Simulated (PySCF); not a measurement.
CH₃FO₂Si, SMILES F[SiH2]OC=O.

Coordinates come from a PBE0-D3(BJ)/def2-SVP optimisation. This is a generated structure with no PubChem entry under its InChIKey; it may be hypothetical. The values are those of a single conformer.

Two levels are set side by side: PBE/def2-TZVP (PySCF) and r2SCAN/def2-TZVP (PySCF). Same geometry, gas phase. Differences are taken from unrounded values.

```
quantity                       PBE
---------------------------  -----
orbital gap (eV)              5.41
highest occupied level (eV)  -7.15
lowest empty level (eV)      -1.74
dipole moment (D)             0.53
mean polarisability (bohr³)   42.5
```

Question: These are the PBE values. What does r2SCAN give? (An estimate is asked for; the answer gives what the named calculation found.)

Answer: 
| quantity | r2SCAN | PBE minus r2SCAN |
|---|---|---|
| orbital gap (eV) | 6.02 | -0.61 |
| highest occupied level (eV) | -7.50 | 0.35 |
| lowest empty level (eV) | -1.48 | -0.26 |
| dipole moment (D) | 0.59 | -0.05 |
| mean polarisability (bohr³) | 40.9 | 1.6 |

Rough cost on one machine, each run with all the roots and properties that it gave: r2SCAN against PBE about 4 times.
